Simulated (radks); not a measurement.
Values are calculated unless marked as measured or tabulated.
Problem. Species: the silver ion Ag16+. Configuration: [Ar] 3d10 4s2 4p1. Code: a radial shooting solver on a logarithmic mesh with Libxc functionals. Model: scalar-relativistic Kohn-Sham, BLYP, spin-polarised, spherical densities, point nucleus; open shells are filled with parallel spins first (spin-orbit coupling, left out, can overturn this in heavy ions). Some entries of the table are withheld. Estimate them.

orbital  occ.  eigenvalue (hartree)  <r^2> (bohr^2)
1s up       1             -946.1845        0.001308
1s down     1             -946.1713        0.001308
2s up       1             -151.9874         0.02142
2s down     1             -151.9799         0.02142
2p up       3             -137.9237         0.01686
2p down     3             -137.9116         0.01686
3s up       1             -39.38470          0.1525
3s down     1             -39.36902          0.1524
3p up       3             -34.75464          0.1530
3p down     3             -34.73697          0.1529
3d up       5             -27.50574          0.1361
3d down     5             -27.48814          0.1359
4s up       1             -15.99056          0.7218
4s down     1             -15.87811          0.7211
4p up       1             -14.40830             (1)
4p down     0             -14.29503             (2)

Solution. 
(1) 4p up <r^2> (bohr^2): 0.7833
(2) 4p down <r^2> (bohr^2): 0.7836
